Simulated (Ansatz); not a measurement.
A made-up structure of SnSiH5 (charge +1), closed shell:

| atom | x (Å) | y (Å) | z (Å) |
| --- | --- | --- | --- |
| Si1 | -0.2438 | -1.3756 | 0.1624 |
| Sn2 | 0.2003 | 1.2017 | -0.1696 |
| H3 | 0.1296 | -2.1321 | 1.3831 |
| H4 | -0.8905 | -2.2881 | -0.8123 |
| H5 | -0.4195 | 1.5177 | -1.7061 |
| H6 | 0.2714 | -2.0384 | -0.9829 |
| H7 | 1.8838 | 1.2450 | -0.0023 |

It is relaxed with PBE-D4/def2-SVP and then PBE0-D4/def2-TZVP (Ansatz 0.2.0). Atoms count as bonded within 1.22 times the sum of their covalent radii (H–H: 0.88 Å). The end point is not checked to be a true minimum.

(1) Does its bonding change? (Judge from chemistry; the calculation decides.)

Answers

(1) By the calculation: No: no bond forms or breaks.

Where it ends: The first stage lowers the energy by 2.89 eV in 9 steps. It ends as SnSiH₅ ([SiH3][SnH2]), total charge +1:
Si1  (-0.116, -1.750, -0.099)
Sn2  (0.373, 0.762, -0.512)
H3  (0.166, -1.938, 1.339)
H4  (-1.522, -1.942, -0.505)
H5  (-0.502, 1.766, -1.569)
H6  (0.878, -2.378, -1.000)
H7  (1.653, 1.610, 0.218)
(Å)

Labels in which every atom is bracketed show which atoms are joined, not bond orders.

For scale, one of the runs: PBE0-D4/def2-TZVP relaxation, 117 basis functions, launched by `ansatz run in.yaml --threads 2 --pin off --events-out ev --progress --plain --max-ram 4352MiB`. Hardware: 2 CPU threads of an Arm Neoverse V1, shared host. Wall time about 12 s.
